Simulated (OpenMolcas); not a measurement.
A run on Pt5+ among 6 point charges of -1.7 e arranged as a tetragonal octahedron (D4h), 1.92 Å from the ion, with the axial distance 2.419 Å.
```
   1.9200    0.0000    0.0000  -1.70
   0.0000    1.9200    0.0000  -1.70
  -1.9200    0.0000    0.0000  -1.70
   0.0000   -1.9200    0.0000  -1.70
   0.0000    0.0000    2.4192  -1.70
   0.0000    0.0000   -2.4192  -1.70
```

```
Program             : OpenMolcas
Method              : CASSCF
Basis               : ANO-RCC-VTZP [8s7p5d3f1g]
Scalar Hamiltonian  : DKH2, point nucleus
Active space        : 5 electrons in 5 orbitals (5d)
State averaging     : 2S+1 = 6 even, 1 root; 2S+1 = 4 even, 24 roots; 2S+1 = 2 even, 75 roots
Spin-orbit coupling : state interaction with AMFI integrals over the reference wave functions
```

84 basis functions. Blocks (2S+1, parity, CSFs, roots kept): 6, even, 1, 1; 4, even, 24, 24; 2, even, 75, 75.

How long do the RASSCF and RASSI steps take on 1 thread of Arm Neoverse V1 (shared host)?

About 25 s of wall time, without the integral step.
